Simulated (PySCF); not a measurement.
**Electron correlation in Al⁻ (aluminium, charge -1)**

[Ne] 3s2 3p2, high-spin 3P determinant. Calculation: PySCF 2.14, in aug-cc-pV(T+d)Z; the non-relativistic Hamiltonian (point nucleus). Frozen: [Ne]; 4 electrons correlated.

MP2 pair energies summed by pair of shells (mhartree):

```json
{"pair": "3s-3p", "energy": "-26.76", "share (%)": "54.7"}
{"pair": "3s-3s", "energy": "-17.18", "share (%)": "35.1"}
{"pair": "3p-3p", "energy": "-4.97", "share (%)": "10.2"}
```

Total MP2 correlation energy: -48.90 mhartree.

Same-spin part -9.78 and opposite-spin part -39.13 mhartree; SCS-MP2 scales them by 1/3 and 6/5 to -50.21 mhartree.
